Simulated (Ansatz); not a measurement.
Reaction (ligand exchange at the Nb–Cl bond): `[F][Nb]([F])([F])([Cl])[Cl]` + H–F → `[F][Nb]([F])([F])([F])[Cl]` + HCl

Computed with Ansatz on PBE0-D4/def2-TZVP structures; ΔE is electronic, products minus reactants. CCSD(T)/CBS adds triple-zeta CCSD(T) − MP2 to the extrapolated MP2 energy (def2 sets, frozen cores). This one scheme is used for every species. DFT in def2-TZVPP. def2 core potentials past Kr. For Nb outer-core shells are correlated without core-valence functions, which leaves a few kJ/mol of doubt a bond.

`[F][Nb]([F])([F])([Cl])[Cl]`:

```xyz
6

F     0.722    0.953    1.419
Nb    0.068   -0.021    0.008
F     0.755   -0.163   -1.687
F     1.289   -1.340    0.495
Cl   -1.741   -1.284    0.443
Cl   -1.094    1.855   -0.678
```

H–F:

```xyz
2

F    -0.080    0.398   -0.217
H     0.080   -0.398    0.217
```

`[F][Nb]([F])([F])([F])[Cl]`:

Cartesian coordinates in Å:
```
F -0.498 -1.598 -0.827
Nb 0.037 -0.023 0.010
F -0.003 -0.946 1.596
F 1.412 0.061 -1.202
F 0.871 1.364 0.931
Cl -1.818 1.142 -0.509
```

HCl:

```xyz
2

Cl    0.267   -0.027   -0.580
H    -0.267    0.027    0.580
```

| level | ΔE (kJ/mol) |
| --- | --- |
| r2SCAN-D4 | -32.1 |
| MP2/def2-SVP | -39.2 |

(1) What does CCSD(T)/CBS give? (Estimate.)

Largest T1 diagnostic among the species: 0.021, so the coupled-cluster value is less sure than usual.

Results:

(1) Ansatz gave: -22.9 kJ/mol. The listed levels differ from it by -9.2, -16.3 kJ/mol.

The D4 term adds +5.4 kJ/mol with B3LYP and +2.9 kJ/mol with PBE0; it sums over pairs of atoms, weighted by their polarisabilities, and B3LYP, whose exchange is more repulsive, gets the larger term. From r2SCAN to r2SCAN0 (25 % exact exchange), in def2-TZVPP and without D4, ΔE moves by +3.4 kJ/mol.

B3LYP here is the variant with VWN-RPA as its local correlation; programs differ in this.
